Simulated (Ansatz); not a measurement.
Geometry optimisation, RHF/def2-SVP (Ansatz 0.2.0).

The input (input.yaml):

```yaml
crystal:
  periodic: [false, false, false]
  atoms:
    - { symbol: "N", position_ang: [-1.4132, -1.0682, 0.0686] }
    - { symbol: C, position_ang: [-0.3423, -0.4181, 0.1934] }
    - { symbol: C, position_ang: [0.8117, -1.1144, 0.7814] }
    - { symbol: F, position_ang: [0.6331, -1.4691, 2.0946] }
    - { symbol: Ge, position_ang: [-0.1845, 1.4039, -0.4103] }
    - { symbol: O, position_ang: [-0.5482, 1.5222, -2.1432] }
    - { symbol: Cl, position_ang: [-1.5695, 2.6379, 0.7065] }
    - { symbol: H, position_ang: [-1.5457, -1.9853, 0.3482] }
    - { symbol: H, position_ang: [1.7379, -0.4352, 0.8366] }
    - { symbol: H, position_ang: [1.0834, -2.0233, 0.2265] }
    - { symbol: H, position_ang: [1.2411, 1.9308, -0.1143] }
    - { symbol: H, position_ang: [0.1734, 0.9636, -2.5541] }
basis:
  gaussian: { orbitals: def2-SVP }
hamiltonian:
  xc: hf
relax:
  f_tol: 0.015
  max_steps: 40
```

Run as:

```bash
$ ansatz run input.yaml --threads 2 --pin off --max-ram 3072MiB --backend cpu --events-out ev --progress --plain --runs-dir out
```

Task: Where does it end, and by what steps?

Result: It converged. After 24 steps the energy has fallen by 1.132 eV; H9 moved furthest, 1.82 Å.

```json
{"step": "0", "energy less start (eV)": "0.0000", "largest force component (eV/Å)": "4.132", "accepted": "yes"}
{"step": "1", "energy less start (eV)": "-0.4798", "largest force component (eV/Å)": "1.238", "accepted": "yes"}
{"step": "2", "energy less start (eV)": "-0.5911", "largest force component (eV/Å)": "0.765", "accepted": "yes"}
{"step": "3", "energy less start (eV)": "-0.6223", "largest force component (eV/Å)": "0.475", "accepted": "yes"}
{"step": "4", "energy less start (eV)": "-0.6467", "largest force component (eV/Å)": "0.473", "accepted": "yes"}
{"step": "5", "energy less start (eV)": "-0.6727", "largest force component (eV/Å)": "0.581", "accepted": "yes"}
{"step": "6", "energy less start (eV)": "-0.6915", "largest force component (eV/Å)": "1.327", "accepted": "yes"}
{"step": "7", "energy less start (eV)": "-0.7410", "largest force component (eV/Å)": "1.271", "accepted": "yes"}
{"step": "8", "energy less start (eV)": "-0.7961", "largest force component (eV/Å)": "0.925", "accepted": "yes"}
{"step": "9", "energy less start (eV)": "-0.8584", "largest force component (eV/Å)": "1.503", "accepted": "yes"}
{"step": "10", "energy less start (eV)": "-0.9387", "largest force component (eV/Å)": "0.806", "accepted": "yes"}
{"step": "11", "energy less start (eV)": "-0.9730", "largest force component (eV/Å)": "0.542", "accepted": "yes"}
{"step": "12", "energy less start (eV)": "-1.0208", "largest force component (eV/Å)": "0.833", "accepted": "yes"}
{"step": "13", "energy less start (eV)": "-1.0553", "largest force component (eV/Å)": "0.773", "accepted": "yes"}
{"step": "14", "energy less start (eV)": "-1.0942", "largest force component (eV/Å)": "0.384", "accepted": "yes"}
{"step": "15", "energy less start (eV)": "-1.1076", "largest force component (eV/Å)": "0.210", "accepted": "yes"}
{"step": "16", "energy less start (eV)": "-1.1176", "largest force component (eV/Å)": "0.132", "accepted": "yes"}
{"step": "17", "energy less start (eV)": "-1.1237", "largest force component (eV/Å)": "0.243", "accepted": "yes"}
{"step": "18", "energy less start (eV)": "-1.1272", "largest force component (eV/Å)": "0.188", "accepted": "yes"}
{"step": "19", "energy less start (eV)": "-1.1277", "largest force component (eV/Å)": "0.390", "accepted": "yes"}
{"step": "20", "energy less start (eV)": "-1.1309", "largest force component (eV/Å)": "0.079", "accepted": "yes"}
{"step": "21", "energy less start (eV)": "-1.1313", "largest force component (eV/Å)": "0.042", "accepted": "yes"}
{"step": "22", "energy less start (eV)": "-1.1317", "largest force component (eV/Å)": "0.023", "accepted": "yes"}
{"step": "23", "energy less start (eV)": "-1.1318", "largest force component (eV/Å)": "0.022", "accepted": "yes"}
{"step": "24", "energy less start (eV)": "-1.1318", "largest force component (eV/Å)": "0.014", "accepted": "yes"}
```

```xyz
12
Properties=species:S:1:pos:R:3
N -0.908 -1.129 -0.652
C -0.067 -0.469 0.003
C 0.654 -0.983 1.223
F 0.286 -2.260 1.490
Ge 0.193 1.363 -0.678
O -0.927 1.546 -1.994
Cl -0.326 2.696 0.954
H -1.045 -2.057 -0.274
H 0.414 -0.357 2.082
H 1.733 -0.955 1.063
H 1.599 1.737 -1.117
H -1.527 0.813 -2.066
```

Whether the end is a true minimum wasn't checked by a vibrational analysis.

The run took 94 s on 2 threads of AMD EPYC 7B13 (Zen 3) (shared host), peak memory 0.47 GiB.
